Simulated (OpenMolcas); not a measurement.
BSiH4O2F: a line through the functionals

BSiH4O2F: 9 atoms, total charge 0, spin state singlet. SMILES: `O[SiH2]B(O)F`. Geometry: relaxed at PBE0-D4/def2-TZVP. This is one conformer, not always the lowest.

The vertical energy of the triplet above the singlet y, in eV, basis def2-SVP; a is the functional's share of exact exchange. Programs: OpenMolcas 26.06.

| functional | program | a | y (eV) |
| --- | --- | --- | --- |
| BLYP | OpenMolcas | 0 | 5.24 |
| TPSS | OpenMolcas | 0 | 5.23 |
| B3LYP | OpenMolcas | 0.2 | ? |
| PBE0 | OpenMolcas | 0.25 | 5.36 |
| BHLYP | OpenMolcas | 0.5 | 5.72 |

Task: Fit y = c + s·a to the known rows and predict B3LYP.

Result: 
1. Means of the 4 rows: a = 0.1875, y = 5.388.
2. Σ(Δa)² = 0.17188, Σ(Δa·Δy) = 0.15937, so the slope is 0.15937/0.17188 = 0.92722.
3. Intercept: 5.388 − (0.92722) × 0.1875 = 5.214. The largest residual of the fit is 0.085.
4. B3LYP: 5.214 + (0.92722) × 0.2 = 5.40 eV.

The run gave 5.46 eV, so the prediction is off by -0.06 eV, within the largest residual.
